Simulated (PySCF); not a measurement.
C4H3S, SMILES [c]1ccsc1, multiplicity 2.

The structure is a stationary point at B3LYP-D3(BJ)/def2-SVP. The isomer is the one that the SMILES or the coordinates give; other isomers of the formula were not compared.

Two levels are set side by side: PBE/def2-TZVP (PySCF) and CAM-B3LYP/def2-TZVP (PySCF). Same geometry, gas phase. Differences are taken from unrounded values.

```tsv
quantity	PBE
α-spin orbital gap (eV)	4.53
β-spin orbital gap (eV)	2.14
dipole moment (D)	0.62
mean polarisability (bohr³)	59.6
```

Task: These are the PBE values. What does CAM-B3LYP give? (An estimate is asked for; the answer gives what the named calculation found.)

Result: 
| quantity | CAM-B3LYP | PBE minus CAM-B3LYP |
|---|---|---|
| α-spin orbital gap (eV) | 8.79 | -4.25 |
| β-spin orbital gap (eV) | 6.65 | -4.51 |
| dipole moment (D) | 0.60 | 0.02 |
| mean polarisability (bohr³) | 58.1 | 1.6 |

Rough cost on one machine, each run with all the roots and properties that it gave: CAM-B3LYP against PBE within a factor of 2.
